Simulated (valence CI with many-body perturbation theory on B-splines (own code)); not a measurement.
Hyperfine factors and g values of Cu13+

Calculated by relativistic CI+MBPT: six valence electrons over a frozen Dirac-Fock core [Ne], radial functions for each j: 9 s, 9 p, 8 d, 6 f, 3 g, 1 h, with the one-electron correlation potential Σ1 (screened to all orders), the two-electron term Σ2, the three-electron term Σ3, Breit, model QED; selected single and double excitations, second order for the rest, scaled by the run's own slope (own B-spline code, finite nucleus).

No measured spectrum was set against this ion. As an estimate, levels of excited configurations hold to 0.05 to 0.15 % of their energy, terms of the ground configuration to about 0.5 %. Among the levels kept, up to 1500 cm⁻¹ of a level comes from second order outside the variational space, and about a tenth of that is noise between levels of different J, which matters for small intervals.

A/g_I is the dipole constant over the nuclear g factor μ/I (μ in nuclear magnetons, uniformly magnetised nucleus), B/Q the quadrupole constant per barn. Both hold the static response of the core; the bare values leave it out. Large factors of s and p1/2 electrons are usually good to 5 to 10 %; those of open d and f shells near neutrality can be off by tens of per cent, and small factors of p3/2, d and f electrons come from cancelling terms and can be off by a factor of two or in sign, in half-filled shells by more. B is blank for J = 1/2, where it vanishes, and for nearly pure S terms. Energies count from the lowest level. Levels with J = 0 are left out.

Names give the largest LS component (configuration and term), which can be under half, so a name can repeat, a term be missing and a line seem to break the LS rules; names also repeat where a configuration has a term twice. Letters in brackets count levels of one name in rising energy.

```
             Level  E (cm⁻¹)      g  A/g_I (MHz)  A/g_I bare  B/Q (MHz/b)  B/Q bare
       3s²3p⁴ ³P_2         0  1.462         6450        6410         9170      8790
       3s²3p⁴ ³P_1     23884  1.500         -264        29.0        -5750     -5520
       3s²3p⁴ ¹D_2     52716  1.037        13200       12700       -20800    -19900
       3s3p⁵ ³P°_2    354390  1.500        28100       26900       -10500    -10000
       3s3p⁵ ³P°_1    370900  1.486        23200       22400         5080      4870
       3s3p⁵ ¹P°_1    451890  1.011        21000       20100        -8600     -8270
    3s²3p³3d ⁵D°_1    478520  1.491         1230        1630         -813      -862
    3s²3p³3d ⁵D°_2    478640  1.474         1740        2090         -369      -400
    3s²3p³3d ⁵D°_3    479030  1.476         1680        2000          821       847
    3s²3p³3d ⁵D°_4    481390  1.487          895        1200         1640      1800
3s²3p³3d ³D°_2 [a]    505670  1.027         3040        3070         49.0       133
3s²3p³3d ³D°_3 [a]    513390  1.305          650         912         5770      5630
3s²3p³3d ³D°_1 [a]    516240  0.514        10200        9710          444       452
3s²3p³3d ³F°_2 [a]    521390  0.835         9900        9530       -12300    -11700
3s²3p³3d ³F°_3 [a]    526250  1.113         8110        7950       -12300    -11800
3s²3p³3d ³F°_4 [a]    533910  1.236         6380        6340       -13600    -12900
    3s²3p³3d ³G°_3    550840  0.795         4640        4540         6550      6520
    3s²3p³3d ³G°_4    554760  1.090         3810        3830         9620      9450
    3s²3p³3d ³G°_5    559720  1.199         6420        6340         2130      2280
    3s²3p³3d ¹G°_4    565080  1.027         7000        6850         3090      3190
    3s²3p³3d ¹D°_2    576130  1.001         6380        6320         9200      8910
3s²3p³3d ³D°_1 [b]    587700  0.516         2550        2480        -3350     -3190
3s²3p³3d ³P°_1 [a]    595400  1.488         -444        99.1         -975      -954
3s²3p³3d ³F°_3 [b]    599910  1.069         6020        5960         8610      8420
3s²3p³3d ³D°_2 [b]    600050  0.988         2360        2440         8950      8720
3s²3p³3d ³F°_2 [b]    604060  0.921         6070        5980        -15.2      33.2
3s²3p³3d ³F°_4 [b]    605530  1.207         3950        4000         8160      8020
3s²3p³3d ³P°_2 [a]    613250  1.420         84.3         452         8940      8660
3s²3p³3d ³D°_3 [b]    615830  1.284         4720        4790        -6740     -6380
3s²3p³3d ³P°_1 [b]    649240  1.480         5470        5420        -1170     -1120
3s²3p³3d ³P°_2 [b]    649500  1.488         8130        8120        -3860     -3790
    3s²3p³3d ¹F°_3    650570  1.050         4510        4480        19700     19100
    3s²3p³3d ³S°_1    654020  1.613         -307         184        -1840     -1790
3s²3p³3d ³P°_1 [c]    667740  1.379        18100       17600         1040       989
```

(1) Take the isotope of mass number 63, with I = 3/2, μ = 2.2259 μN and Q = -0.22 b. What is the hyperfine structure of 3s²3p⁴ ¹D_2?

Answers

(1) From the table A = 19600 MHz, B = 4570 MHz. Shifts from the centre of gravity in MHz: F = 1/2: -84200, F = 3/2: -58800, F = 5/2: -12700, F = 7/2: 59900.
